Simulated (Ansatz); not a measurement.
Basis-set extrapolation for C$_{2}$H$_{8}$AlNSi (PBE0-D4/def2-TZVP geometry, frozen core, the Gaussian-basis code of Ansatz). Multiplicity 1, RHF reference.

```json
{"": "HF", "def2-TZVPP": "-665.702214", "def2-QZVPP": "-665.725222"}
{"": "MP2 correlation", "def2-TZVPP": "-0.757466", "def2-QZVPP": "-0.807741"}
{"": "CCSD(T) correlation", "def2-TZVPP": "-0.842410", "def2-QZVPP": "not run"}
```

Energies in hartree. Use E(X) = E(∞) + A·exp(−7.88·√X) for Hartree–Fock and E(X) = E(∞) + B·X^(−2.97) for correlation, with X = 3 and 4, and add CCSD(T) minus MP2 of the smaller set to the MP2 limit.

Question: What is the CCSD(T) energy at the basis-set limit?

Answer: HF limit: -665.725222 + (-0.023008) × 0.13774 = -665.72839. MP2 limit: -0.807741 + (-0.050275) × 0.74074 = -0.84498. Higher-order term: -0.842410 − (-0.757466) = -0.08494. Total: -666.65831 hartree, 3.09 eV below CCSD(T)/def2-TZVPP.
